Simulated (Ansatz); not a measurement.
Frontier orbitals of `C[SiH](C)[TeH]`.

```xyz
12

C    -1.505    0.035    0.934
Si   -0.111   -0.424   -0.223
C     1.526    0.276    0.341
Te   -0.750    0.495   -2.470
H    -1.620    1.119    0.999
H    -1.296   -0.344    1.939
H    -2.453   -0.393    0.602
H    -0.004   -1.905   -0.331
H     1.474    1.364    0.420
H     1.795   -0.132    1.320
H     2.322    0.025   -0.362
H     0.623   -0.117   -3.169
```

The species carries charge 0 and has multiplicity 1. Correlated methods include outer-core shells of Te, which these sets cover unevenly. Te takes the def2 core potential. The structure was optimised at the PBE0-D4/def2-TZVP level. Basis def2-TZVPP, Ansatz 0.2.0.

Orbital energies of one run (eV). Highest occupied ones, from the top: -5.47, -7.14, -8.06, -8.24, -9.03, -10.23, -10.28, -10.69, -10.79, -12.33, -16.18, -18.00, -18.72, -41.11. Empty: -1.00, -0.02, 0.75, 1.05, 1.73, 1.89.

**Question.** Which functional gave them?
A. r2SCAN
B. PBE0
C. ωB97X-V
D. BLYP

**Answer.** A. HOMO energies: r2SCAN -5.47, BLYP -5.06, PBE0 -6.25, ωB97X-V -8.45 eV.
